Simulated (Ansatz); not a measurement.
A structure relaxed at PBE0-D4/def2-TZVP, charge 0, multiplicity 1:

```xyz
21

C     0.696   -1.067   -1.606
C     0.698    0.306   -0.944
C     1.337    0.276    0.446
C     0.464   -0.422    1.481
C    -0.923    0.203    1.543
C    -1.585    0.212    0.172
C    -0.706    0.908   -0.859
H     0.111   -1.798   -1.044
H     1.713   -1.458   -1.692
H     0.273   -1.013   -2.612
H     1.305    0.967   -1.574
H     2.320   -0.202    0.393
H     1.509    1.309    0.774
H     0.371   -1.486    1.236
H     0.944   -0.377    2.463
H    -1.550   -0.327    2.266
H    -0.835    1.236    1.904
H    -1.784   -0.820   -0.141
H    -2.560    0.707    0.224
H    -1.182    0.882   -1.845
H    -0.617    1.966   -0.585
```

Task: Give its formula and SMILES.

Result: C7H14, `CC1CCCCC1`.

Task: Point group (tolerance 0.08 Å, 0.16 Å for H)?

Result: Cs.

Task: Summarise the bond lengths by kind.

Result: 7 × C–C 1.523 to 1.530 Å; 14 × C–H 1.092 to 1.098 Å.

Program: Ansatz 0.2.0.
